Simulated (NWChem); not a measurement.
System: C₂H₆OSi₂; SMILES [SiH3]C1O[SiH2]C=1

Here is an NWChem input.

```
start job
memory heap 200 mb stack 900 mb global 1100 mb
geometry units angstroms noautosym nocenter noautoz
  Si     0.055212    -2.155870     0.000000
  C     -0.115305    -0.273542     0.000000
  C     -1.196265     0.548067     0.000000
  Si     0.054869     1.900527     0.000000
  O      1.052634     0.478238     0.000000
  H      0.803942    -2.588426    -1.216188
  H      0.803942    -2.588426     1.216188
  H     -1.312590    -2.751435     0.000000
  H     -2.250899     0.283660     0.000000
  H      0.260139     2.734561    -1.217425
  H      0.260139     2.734561     1.217425
end
basis spherical
  * library pcsseg-1
end
dft
  xc pbe0
  iterations 150
end
property
  shielding 9 1 2 3 4 5 6 8 9 10
end
task dft property
```

NWChem printed, in part:

```
             Northwest Computational Chemistry Package (NWChem) 7.3.0
             --------------------------------------------------------

                             Geometry "geometry" -> ""
                             -------------------------

 Output coordinates in angstroms (scale by  1.889725989 to convert to a.u.)

  No.       Tag          Charge          X              Y              Z
 ---- ---------------- ---------- -------------- -------------- --------------
    1 Si                  14.0000     0.05521200    -2.15587000     0.00000000
    2 C                    6.0000    -0.11530500    -0.27354200     0.00000000
    3 C                    6.0000    -1.19626500     0.54806700     0.00000000
    4 Si                  14.0000     0.05486900     1.90052700     0.00000000
    5 O                    8.0000     1.05263400     0.47823800     0.00000000
    6 H                    1.0000     0.80394200    -2.58842600    -1.21618800
    7 H                    1.0000     0.80394200    -2.58842600     1.21618800
    8 H                    1.0000    -1.31259000    -2.75143500     0.00000000
    9 H                    1.0000    -2.25089900     0.28366000     0.00000000
   10 H                    1.0000     0.26013900     2.73456100    -1.21742500
   11 H                    1.0000     0.26013900     2.73456100     1.21742500

 Effective nuclear repulsion energy (a.u.)     269.2645461696

                              NWChem Property Module
                              ----------------------

  itol2e modified to match energy
  convergence criterion.

                                 NWChem DFT Module
                                 -----------------

 Summary of "ao basis" -> "ao basis" (spherical)
 ------------------------------------------------------------------------------
       Tag                 Description            Shells   Functions and Types
 ---------------- ------------------------------  ------  ---------------------
 Si                         pcsseg-1                10       24   4s5p1d
 C                          pcsseg-1                 7       17   3s3p1d
 O                          pcsseg-1                 7       17   3s3p1d
 H                          pcsseg-1                 3        5   2s1p

  itol2e modified to match energy
  convergence criterion.

            General Information
            -------------------
          SCF calculation type: DFT
          Wavefunction type:  closed shell.
          No. of atoms     :    11
          No. of electrons :    54
           Alpha electrons :    27
            Beta electrons :    27
          Charge           :     0
          Spin multiplicity:     1
          Use of symmetry is: off; symmetry adaption is: off
          Maximum number of iterations: 150
          AO basis - number of functions:   129
                     number of shells:    59
          Convergence on energy requested:  1.00D-07
          Convergence on density requested:  1.00D-05
          Convergence on gradient requested:  5.00D-04

              XC Information
              --------------
                         PBE0 Method XC Functional
                     Hartree-Fock (Exact) Exchange  0.250
          PerdewBurkeErnzerhof Exchange Functional  0.750
            Perdew 1991 LDA Correlation Functional  1.000 local
           PerdewBurkeErnz. Correlation Functional  1.000 non-local

             Grid Information
             ----------------
          Grid used for XC integration:  fine
          Radial quadrature: Mura-Knowles
          Angular quadrature: Lebedev.
          Tag              B.-S. Rad. Rad. Pts. Rad. Cut. Ang. Pts.
          ---              ---------- --------- --------- ---------
          Si                  1.10      123          13.0       770
          C                   0.70       70          11.0       590
          O                   0.60       70          11.0       590
          H                   0.35       60          14.0       590
          Grid pruning is: on
          Number of quadrature shells:   816
          Spatial weights used:  Erf1

      Superposition of Atomic Density Guess
      -------------------------------------

 Sum of atomic energies:        -730.67090031

      Non-variational initial energy
      ------------------------------

 Total energy =    -733.095381
 1-e energy   =   -1543.322744
 2-e energy   =     540.962817
 HOMO         =      -0.297457
 LUMO         =      -0.011350

   convergence    iter        energy       DeltaE   RMS-Dens  Diis-err
 ---------------- ----- ----------------- --------- --------- ---------
 d= 0,ls=0.0,diis     1   -733.4572668485 -1.00D+03  7.89D-03  8.31D-01
 d= 0,ls=0.0,diis     2   -733.4440488327  1.32D-02  5.07D-03  1.00D+00
 d= 0,ls=0.0,diis     3   -733.5300855581 -8.60D-02  1.49D-03  1.06D-01
 d= 0,ls=0.0,diis     4   -733.5374920304 -7.41D-03  6.92D-04  1.45D-02
 d= 0,ls=0.0,diis     5   -733.5391046520 -1.61D-03  2.15D-04  1.53D-03
  Resetting Diis
 d= 0,ls=0.0,diis     6   -733.5392942585 -1.90D-04  4.88D-05  7.01D-05
 d= 0,ls=0.0,diis     7   -733.5393022002 -7.94D-06  2.65D-05  4.30D-06
 d= 0,ls=0.0,diis     8   -733.5393018927  3.08D-07  1.45D-05  6.65D-06
 d= 0,ls=0.0,diis     9   -733.5393027743 -8.82D-07  1.62D-06  8.28D-08
 d= 0,ls=0.0,diis    10   -733.5393027832 -8.89D-09  5.90D-07  9.20D-09

         Total DFT energy =     -733.539302783154
      One electron energy =    -1547.706006050917
           Coulomb energy =      607.983986872529
    Exchange-Corr. energy =      -63.081829774349
 Nuclear repulsion energy =      269.264546169583

 Numeric. integr. density =       53.999996936430

                       DFT Final Molecular Orbital Analysis
                       ------------------------------------

 Vector   25  Occ=2.000000D+00  E=-3.487536D-01
              MO Center=  4.3D-01,  6.2D-01,  3.6D-09, r^2= 6.7D+00
   Bfn.  Coefficient  Atom+Function         Bfn.  Coefficient  Atom+Function
  ----- ------------  ---------------      ----- ------------  ---------------
   120      0.257258  10 H  s               125     -0.257258  11 H  s
    74     -0.215852   4 Si pz               91      0.207091   5 O  pz
    94      0.202270   5 O  pz              100      0.189410   6 H  s
   105     -0.189410   7 H  s                16     -0.184348   1 Si pz
   121      0.180686  10 H  s               126     -0.180686  11 H  s

 Vector   26  Occ=2.000000D+00  E=-3.114291D-01
              MO Center= -2.5D-01,  2.8D-01, -1.3D-09, r^2= 4.1D+00
   Bfn.  Coefficient  Atom+Function         Bfn.  Coefficient  Atom+Function
  ----- ------------  ---------------      ----- ------------  ---------------
    49      0.256389   3 C  py               35     -0.241287   2 C  py
    15      0.234003   1 Si py               32     -0.229072   2 C  py
    52      0.215248   3 C  py               73     -0.213758   4 Si py
    90      0.136561   5 O  py               93      0.136474   5 O  py
   120     -0.134580  10 H  s               125     -0.134580  11 H  s

 Vector   27  Occ=2.000000D+00  E=-2.579612D-01
              MO Center= -2.8D-01,  3.2D-01,  1.4D-10, r^2= 2.3D+00
   Bfn.  Coefficient  Atom+Function         Bfn.  Coefficient  Atom+Function
  ----- ------------  ---------------      ----- ------------  ---------------
    53      0.340366   3 C  pz               94     -0.328117   5 O  pz
    50      0.311441   3 C  pz               91     -0.286379   5 O  pz
    33      0.207915   2 C  pz               36      0.162919   2 C  pz
    88     -0.151565   5 O  pz               47      0.144962   3 C  pz
    30      0.092568   2 C  pz              101      0.075602   6 H  s

[...]

          -----------------------------------------
          Chemical Shielding Tensors (GIAO, in ppm)
          -----------------------------------------

                                NWChem CPHF Module
                                ------------------

  scftype          =     RHF
  nclosed          =       27
  nopen            =        0
  variables        =     2754
  # of vectors     =        3
  tolerance        = 0.10D-03
  level shift      = 0.00D+00
  max iterations   =       50
  max subspace     =       30

 SCF residual:    5.6027532987417131E-005

Iterative solution of linear equations
  No. of variables     2754
  No. of equations        3
  Maximum subspace       30
        Iterations       50
       Convergence  1.0D-04

   iter   nsub   residual    time
   ----  ------  --------  ---------
     1      3    7.76D-01     107.1
     2      6    7.80D-02     118.9
     3      9    4.41D-03     130.7
     4     12    2.93D-04     142.7
     5     15    1.83D-05     154.6

      Atom:    1  Si
        Diamagnetic
    878.3684     -0.0935      0.0000
     -0.0935    886.0480     -0.0000
      0.0000     -0.0000    877.5188

        Paramagnetic
   -443.8247      6.6772     -0.0000
      6.6772   -426.8723     -0.0000
     -0.0000     -0.0000   -476.0796

        Total Shielding Tensor
    434.5437      6.5838     -0.0000
      6.5838    459.1756     -0.0000
     -0.0000     -0.0000    401.4392

           isotropic =     431.7195
          anisotropy =      43.6582

          Principal Components and Axis System
                 1           2           3
              460.8250    432.8944    401.4392

      1         0.2430      0.9700      0.0000
      2         0.9700     -0.2430      0.0000
      3        -0.0000     -0.0000      1.0000

      Atom:    2  C
        Diamagnetic
    271.0457      3.3159     -0.0000
      3.3159    265.1297     -0.0000
     -0.0000     -0.0000    241.2817

        Paramagnetic
   -346.6290    -85.3161      0.0000
    -85.3161   -299.2732     -0.0000
      0.0000     -0.0000   -164.5643

        Total Shielding Tensor
    -75.5833    -82.0002      0.0000
    -82.0002    -34.1435     -0.0000
      0.0000     -0.0000     76.7174

           isotropic =     -11.0031
          anisotropy =    -192.6566

          Principal Components and Axis System
                 1           2           3
             -139.4409     76.7174     29.7141

      1         0.7890      0.0000     -0.6144
      2         0.6144     -0.0000      0.7890
      3        -0.0000      1.0000      0.0000

      Atom:    3  C
        Diamagnetic
    264.0894     -4.7376     -0.0000
     -4.7376    259.3990     -0.0000
     -0.0000     -0.0000    232.5590

        Paramagnetic
   -269.1229    -70.1775      0.0000
    -70.1775   -211.4760      0.0000
      0.0000      0.0000    -86.2379

        Total Shielding Tensor
     -5.0335    -74.9152      0.0000
    -74.9152     47.9229      0.0000
      0.0000      0.0000    146.3211

           isotropic =      63.0702
          anisotropy =     124.8764

          Principal Components and Axis System
                 1           2           3
              146.3211    100.9015    -58.0121

      1         0.0000     -0.5774      0.8165
      2         0.0000      0.8165      0.5774
      3         1.0000     -0.0000     -0.0000

      Atom:    4  Si
        Diamagnetic
    879.6039     -1.1331     -0.0000
     -1.1331    884.1004     -0.0000
     -0.0000     -0.0000    874.6660

        Paramagnetic
   -468.8031    -38.0635      0.0000
    -38.0635   -563.1236      0.0000
      0.0000      0.0000   -632.2484

        Total Shielding Tensor
    410.8008    -39.1966      0.0000
    -39.1966    320.9768      0.0000
      0.0000      0.0000    242.4176

           isotropic =     324.7317
          anisotropy =     151.1520

          Principal Components and Axis System
                 1           2           3
              425.4997    306.2778    242.4176

      1         0.9363      0.3511     -0.0000
      2        -0.3511      0.9363     -0.0000
      3         0.0000      0.0000      1.0000

      Atom:    5  O
        Diamagnetic
    395.9728      6.1009      0.0000
      6.1009    407.6340      0.0000
      0.0000      0.0000    372.2443

        Paramagnetic
   -243.1136     61.5642      0.0000
     61.5642   -303.0251      0.0000
      0.0000      0.0000    -75.3660

        Total Shielding Tensor
    152.8592     67.6651      0.0000
     67.6651    104.6089      0.0000
      0.0000      0.0000    296.8783

           isotropic =     184.7822
          anisotropy =     168.1443

          Principal Components and Axis System
                 1           2           3
              296.8783    200.5713     56.8968

      1         0.0000      0.8173     -0.5763
      2         0.0000      0.5763      0.8173
      3         1.0000     -0.0000      0.0000

      Atom:    6  H
        Diamagnetic
     25.6937     -2.6619     -5.2392
     -2.6619     27.7071      4.5537
     -5.2392      4.5537     30.8440

        Paramagnetic
      0.1820      1.3881      2.4742
      1.3881     -0.8569     -2.3360
      2.4742     -2.3360     -2.6138

        Total Shielding Tensor
     25.8757     -1.2738     -2.7650
     -1.2738     26.8502      2.2176
     -2.7650      2.2176     28.2302

           isotropic =      26.9854
          anisotropy =       6.7263

          Principal Components and Axis System
                 1           2           3
               31.4695     25.4537     24.0329

      1        -0.4739      0.3489      0.8085
      2         0.4839      0.8703     -0.0919
      3         0.7357     -0.3477      0.5812

      Atom:    7  H
        Diamagnetic
     33.2193      6.0035      0.0000
      6.0035     29.4543     -0.0000
      0.0000     -0.0000     22.5218

        Paramagnetic
     -3.5881     -3.5238     -0.0000
     -3.5238     -1.5842      0.0000
     -0.0000      0.0000      1.7811

        Total Shielding Tensor
     29.6312      2.4797      0.0000
      2.4797     27.8701      0.0000
      0.0000      0.0000     24.3029

           isotropic =      27.2680
          anisotropy =       6.1710

          Principal Components and Axis System
                 1           2           3
               31.3820     26.1192     24.3029

      1         0.8169     -0.5768      0.0000
      2         0.5768      0.8169     -0.0000
      3         0.0000      0.0000      1.0000

      Atom:    8  H
        Diamagnetic
     42.4956      2.1155     -0.0000
      2.1155     26.6442     -0.0000
     -0.0000     -0.0000     22.4194

        Paramagnetic
    -17.5725     -4.7380      0.0000
     -4.7380     -1.7567      0.0000
      0.0000      0.0000      3.8268

        Total Shielding Tensor
     24.9230     -2.6225      0.0000
     -2.6225     24.8875     -0.0000
      0.0000     -0.0000     26.2462

           isotropic =      25.3522
          anisotropy =       3.2633

          Principal Components and Axis System
                 1           2           3
               27.5278     26.2462     22.2827

      1         0.7095     -0.0000      0.7047
      2        -0.7047      0.0000      0.7095
      3         0.0000      1.0000      0.0000

      Atom:    9  H
        Diamagnetic
     23.3616      1.2873     -1.5800
      1.2873     29.9491     -7.3241
     -1.5800     -7.3241     30.9963

        Paramagnetic
      0.2435     -1.1831      0.9571
     -1.1831     -3.4093      4.6263
      0.9571      4.6263     -5.4415

        Total Shielding Tensor
     23.6052      0.1042     -0.6229
      0.1042     26.5398     -2.6978
     -0.6229     -2.6978     25.5548

           isotropic =      25.2333
          anisotropy =       5.4009

          Principal Components and Axis System
                 1           2           3
               28.8339     23.8625     23.0034

      1         0.0918      0.8021      0.5901
      2         0.7603     -0.4391      0.4786
      3        -0.6430     -0.4048      0.6502
```

Level: PBE0/pcSseg-1, GIAO. Coordinates come from a PBE0/def2-SVP optimisation. The output numbers the shielded atoms by their place in the input's list. The printed shielding anisotropy is the first printed principal value minus the mean of the other two.
